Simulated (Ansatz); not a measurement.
System: N-dibromoboranyl-N-methylmethanamine, C₂H₆BBr₂N, net charge 0, singlet state. 
Geometry from a B3LYP-D3(BJ)/def2-TZVP (Ansatz, an electronic-structure program) optimisation:
SMILES: CN(C)B(Br)Br
```xyz
12

C     -2.1572     1.4595    -0.7408
N     -1.5746     0.2879    -0.0941
C     -2.6033    -0.5891     0.4562
B     -0.2141     0.0391    -0.0128
Br     0.4989    -1.5451     0.8650
Br     1.1079     1.2513    -0.7689
H     -2.7498     2.0273    -0.0184
H     -2.8192     1.1460    -1.5526
H     -1.3834     2.1021    -1.1450
H     -2.1580    -1.4547     0.9332
H     -3.2011    -0.0453     1.1926
H     -3.2705    -0.9266    -0.3416
```
Charge 0, spin multiplicity 1.

Computed values are from Ansatz. Correlated levels leave the core frozen unless marked. Open shells are spin-unrestricted. Spin-orbit coupling is left out. The frozen core is the preceding noble-gas configuration, with the filled d and f shells of earlier blocks. Non-relativistic. Basis-set limits of correlation are two-point, X^-3; Hartree-Fock from the larger set.

The atomisation energy De comes out as 1069.1 kcal/mol at CCSD(T)/CBS(cc-pVTZ,cc-pVQZ) and the total energy is -5304.6824 Eh at CCSD(T)/CBS(cc-pVTZ,cc-pVQZ). The dipole moment comes out as 3.47 D at CCSD(T)/aug-cc-pVDZ and the T1 diagnostic is 0.011 at CCSD/cc-pVQZ.
